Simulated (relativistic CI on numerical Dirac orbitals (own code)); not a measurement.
d5 in a ligand field

Computed with a parametric ligand-field model of a d^n configuration (Racah B and C, spin-orbit zeta, crystal field), exact diagonalisation.

Field parameters in Wybourne normalisation: Oh B⁴₀ = 21Dq, B⁴₄ = √(5/14) B⁴₀; Td as Oh with Dq negative (B⁴₀ = 21Dq, B⁴₄ = √(5/14) B⁴₀). The field is a parameter set, without covalency.

Problem. A d5 ion in Oh symmetry has the ground term 2T2 and bands at 4T1 21418 cm⁻¹ (467 nm), 4T2 25986 cm⁻¹ (385 nm), 2A2 31690 cm⁻¹ (316 nm), 2T1 31890 cm⁻¹ (314 nm), 6A1 33070 cm⁻¹ (302 nm), 2T2 33645 cm⁻¹ (297 nm), 2E 35157 cm⁻¹ (284 nm). Which parameters reproduce them?

Solution. B = 600, C = 3010, ζ = 0 cm⁻¹, Oh, 10Dq = 35450 cm⁻¹.

Problem. Ground term and bands for B = 930, C = 4520, ζ = 0 cm⁻¹, Oh, 10Dq = 21350 cm⁻¹?

Solution. Ground term 6A1 with 2.00 electrons in the two orbitals of the cubic e set. Spin-allowed: none. Lowest spin-forbidden: 2T2 12905 cm⁻¹ (775 nm), 4T1 14240 cm⁻¹ (702 nm), 4T2 20476 cm⁻¹ (488 nm). A high-spin d5 ion has no spin-allowed d-d band, hence its pale colour.

Problem. Ground term and bands for B = 390, C = 1940, ζ = 0 cm⁻¹, Td, 10Dq = -3800 cm⁻¹?

Solution. Ground term 6A1 with 2.00 electrons in the two orbitals of the cubic e set. Spin-allowed: none. Lowest spin-forbidden: 4T1 11115 cm⁻¹ (900 nm), 4T2 12733 cm⁻¹ (785 nm), 4A1+E 13600 cm⁻¹ (735 nm). A high-spin d5 ion has no spin-allowed d-d band, hence its pale colour.

Problem. A d5 ion in Oh symmetry has the ground term 2T2 and bands at 4T1 12894 cm⁻¹ (776 nm), 6A1 14767 cm⁻¹ (677 nm), 4T2 18449 cm⁻¹ (542 nm), 2A2 23705 cm⁻¹ (422 nm), 2T1 23972 cm⁻¹ (417 nm), 2T2 25900 cm⁻¹ (386 nm), 2E 27603 cm⁻¹ (362 nm). Which parameters reproduce them?

Solution. B = 750, C = 3090, ζ = 0 cm⁻¹, Oh, 10Dq = 27500 cm⁻¹.

Problem. Ground term and bands for B = 630, C = 2510, ζ = 0 cm⁻¹, Oh, 10Dq = 13250 cm⁻¹?

Solution. Ground term 6A1 with 2.00 electrons in the two orbitals of the cubic e set. Spin-allowed: none. Lowest spin-forbidden: 2T2 5866 cm⁻¹ (1705 nm), 4T1 7605 cm⁻¹ (1315 nm), 4T2 11862 cm⁻¹ (843 nm). A high-spin d5 ion has no spin-allowed d-d band, hence its pale colour.
